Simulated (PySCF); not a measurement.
Property card for `C=CC[C@@H]([SiH3])C[SiH2]` [radical]

Species: C5H13Si2 (doublet state).
Z-matrix (Å and degrees, GFN2-xTB geometry), rows numbered from 1:
```
C 
C   1  1.3202
C   2  1.4912  1  124.60
C   3  1.5341  2  112.56  1   115.20
Si  4  1.9111  3  112.65  2    58.19
C   4  1.5320  3  109.28  2  -178.19
Si  6  1.9009  4  114.26  3   -68.30
H   1  1.0784  2  121.67  3     0.96
H   1  1.0770  2  122.20  3  -179.38
H   2  1.0827  1  120.20  3   179.13
H   3  1.0982  2  109.53  1  -124.67
H   3  1.0947  2  109.45  1    -6.78
H   4  1.0976  3  107.17  2   -61.23
H   5  1.4669  4  109.84  3   -83.28
H   5  1.4646  4  109.05  3   158.17
H   5  1.4647  4  109.88  3    38.12
H   6  1.0935  4  108.80  3   170.29
H   6  1.0948  4  109.23  3    54.62
H   7  1.4618  6  113.16  4   127.74
H   7  1.4600  6  113.74  4  -103.51
```

From GFN2-xTB geometry:

```
Point group of the GFN2-xTB geometry                  : C1
Rotational constants A, B, C of the GFN2-xTB geometry : 2.492, 1.006, 0.816 GHz
```

**UKS B3LYP, pcH-1 on C H Si, non-relativistic, mean-field spin-orbit, GIAO (PySCF)**

```
Isotropic g value                                                      : 2.00384
Principal g values                                                     : 2.00227, 2.00452, 2.00474
Spin squared ⟨S²⟩                                                      : 0.752
Largest Mulliken spin population                                       : 0.98 on Si7
Largest isotropic hyperfine couplings (means over sets of like nuclei) : 29Si -408.8 (Si7), 1H +30.0 (H17), 1H +22.7 (H19/H20), 13C +17.2 (C4), 13C +8.3 (C6) MHz
```

Monoisotopic mass from the formula: 129.0556 u.

With B = h/(8π²I), that is 505.379 GHz u Å² over I, the principal moments of inertia are 202.8, 502.4 and 619.6 u Å² (most abundant isotopes). At 9.50 GHz, hν = g·μB·B₀ (B₀ the magnetic field) puts the centre of the isotropic spectrum, to first order, at 338.7 mT. ⟨S²⟩ is 0.002 above the pure-spin value S(S + 1) = 0.75. g_iso is shifted by about +1530 ppm from the free-electron value 2.002319; the principal values span 0.0025. The rotational constants make it an asymmetric top with κ = (2B − A − C)/(A − C) = -0.77, nearer the prolate limit (−1).

One conformer (not necessarily the lowest) at the GFN2-xTB geometry, without solvent or vibrations. GFN2-xTB frequencies show an imaginary mode (62i cm⁻¹), so this geometry is no minimum at that level. Hyperfine couplings depend on the geometry, which wasn't re-optimised at a DFT level. Couplings of like nuclei are plain means over topologically equivalent atoms, as if these changed places fast (by rotation of a methyl-like group, say); in this geometry the members of some sets differ.
